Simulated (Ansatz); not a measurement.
Program: Ansatz. Geometries: PBE0-D4/def2-TZVP. ΔE: electronic, gas phase. CCSD(T)/CBS is the MP2 limit (def2-TZVPP, def2-QZVPP) plus CCSD(T) − MP2 in def2-TZVPP, frozen cores. Functionals use def2-TZVPP. B3LYP here is the variant with VWN-RPA as its local correlation; programs differ in this. Each species was taken in one conformer, which may not be the lowest.

`C[Si](N)(O)F` + `BBC=N` → `B[Si](C)(N)F` + `N=CBO`  (redistribution)

```tsv
level	ΔE (kJ/mol)	difference from CCSD(T)/CBS
B3LYP-D4	-16.9	4.5
ωB97X-V	-21.6	-0.2
ωB97M-V	-20.5	0.9
B2PLYP	-19.5	1.9
PBE	-20.7	0.7
r2SCAN	-8.3	13.1
B3LYP	-16.7	4.7
HF/def2-TZVPP	-10.3	11.1
MP2/def2-TZVPP	-23.9	-2.5
SCS-MP2/def2-TZVPP	-24.4	-3.0
CCSD/def2-TZVPP	-22.2	-0.8
CCSD(T)/def2-TZVPP	-25.3	-3.9
HF/def2-QZVPP	-8.9	12.5
MP2/def2-QZVPP	-21.1	0.3
HF/CBS(def2)	-8.7	12.7
CCSD/CBS(def2)	-18.3	3.1
CCSD(T)/CBS	-21.4	0
```

Largest T1 diagnostic among the species: 0.015.

In def2-TZVPP, CCSD(T) changes the Hartree–Fock value by −15.0 kJ/mol (the triples alone add −3.1 kJ/mol) and MP2 by −13.5 kJ/mol.
